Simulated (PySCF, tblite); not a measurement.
Parent: `[PH-:1][c:2]1[cH:3][cH:4][n:5][cH:6][cH:7]1` (charge -1) with H–P1–C2–C3 180°, [C5H5NP]-.

Structures optimised with GFN2-xTB, isolated species. One conformer each, not checked by frequencies here.

| coordinate of the parent | value |
| --- | --- |
| P1–C2 | 1.750 Å |
| C2–C3 | 1.415 Å |
| C3–C4 | 1.369 Å |
| C4–N5 | 1.338 Å |
| N5–C6 | 1.336 Å |
| C6–C7 | 1.369 Å |
| C2–C7 | 1.414 Å |
| P1–C2–C3 | 120.6° |
| P1–C2–C7 | 124.7° |
| C3–C2–C7 | 114.7° |
| C2–C3–C4 | 120.1° |
| C3–C4–N5 | 124.9° |
| C4–N5–C6 | 115.2° |
| N5–C6–C7 | 125.1° |
| C2–C7–C6 | 119.9° |

Task: How does the shared frame change in `[CH3:1][SiH2:2][P-:3][c:4]1[cH:5][cH:6][n:7][cH:8][cH:9]1` (charge -1) with C1–Si2–P3–C4 178°, Si2–P3–C4–C5 -179°, [C6H9NPSi]-? Atoms pair as P1 = P3, C2 = C4, C3 = C5, C4 = C6, N5 = N7, C6 = C8, C7 = C9 (parent first).

Result: 
```json
{"parent": "P1–C2", "relative": "P3–C4", "value in the relative": "1.763 Å", "change": "+0.013"}
{"parent": "C2–C3", "relative": "C4–C5", "value in the relative": "1.413 Å", "change": "-0.002"}
{"parent": "C3–C4", "relative": "C5–C6", "value in the relative": "1.370 Å", "change": "+0.001"}
{"parent": "C4–N5", "relative": "C6–N7", "value in the relative": "1.336 Å", "change": "-0.002"}
{"parent": "N5–C6", "relative": "N7–C8", "value in the relative": "1.333 Å", "change": "-0.003"}
{"parent": "C6–C7", "relative": "C8–C9", "value in the relative": "1.374 Å", "change": "+0.005"}
{"parent": "C2–C7", "relative": "C4–C9", "value in the relative": "1.409 Å", "change": "-0.005"}
{"parent": "P1–C2–C3", "relative": "P3–C4–C5", "value in the relative": "118.4°", "change": "-2.2"}
{"parent": "P1–C2–C7", "relative": "P3–C4–C9", "value in the relative": "126.8°", "change": "+2.1"}
{"parent": "C3–C2–C7", "relative": "C5–C4–C9", "value in the relative": "114.8°", "change": "+0.1"}
{"parent": "C2–C3–C4", "relative": "C4–C5–C6", "value in the relative": "120.3°", "change": "+0.2"}
{"parent": "C3–C4–N5", "relative": "C5–C6–N7", "value in the relative": "124.5°", "change": "-0.4"}
{"parent": "C4–N5–C6", "relative": "C6–N7–C8", "value in the relative": "115.4°", "change": "+0.2"}
{"parent": "N5–C6–C7", "relative": "N7–C8–C9", "value in the relative": "125.1°", "change": "0.0"}
{"parent": "C2–C7–C6", "relative": "C4–C9–C8", "value in the relative": "119.8°", "change": "-0.1"}
```

Of the parent's bonds, P1–C2 changes most (+0.013 Å). Bonds of the relative outside the shared frame: C1–Si2 1.900, Si2–P3 2.171 Å.

The numbers are calculated, not measured.
